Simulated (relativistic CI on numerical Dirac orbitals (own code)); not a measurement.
# Ta3+: N6,7 absorption edge

Computed with this model: Dirac-Coulomb-Breit CI, separate exchange-only KLI orbitals for each configuration, QED by a radiative potential, valence Slater integrals scaled by 0.7, multiplet model of core-to-valence dipole absorption; configurations [Xe] 4f14 5d2 → [Xe] 4f13 5d3; 300 K; Lorentzian 0.45 eV and Gaussian 0.3 eV FWHM. Energies are those of the free ion, without screening or charge transfer. The branching ratio is the share of the lower-energy edge in the whole absorption, uncertain by about 0.02 where the edges overlap. S is read from ⟨S²⟩ = S(S + 1).

Field parameters in Wybourne normalisation: Oh B⁴₀ = 21Dq, B⁴₄ = √(5/14) B⁴₀. The field is a parameter set, without covalency.

free ion: ground-state S = 0.95, centroid 25.56 eV. Peaks (eV, height): 25.6 (100).

Oh, 10Dq = 7000 cm⁻¹: ground-state S = 0.97, centroid 25.68 eV. Peaks (eV, height): 23.0 (9), 25.1 (64), 25.9 (100).

Strongest unbroadened transitions for free ion:

```
Energy (eV)  Relative strength
      23.36                9.2
      23.80               13.6
      24.08               12.7
      24.50               45.1
      24.89               14.1
      24.93               10.5
      25.09               12.5
      25.22               23.6
      25.27               12.3
      25.49               11.5
      25.57              100.0
      25.58               68.6
      25.93               31.5
      26.05               36.8
      26.16               28.7
      26.56               72.4
      26.60               19.8
      26.88               12.6
```
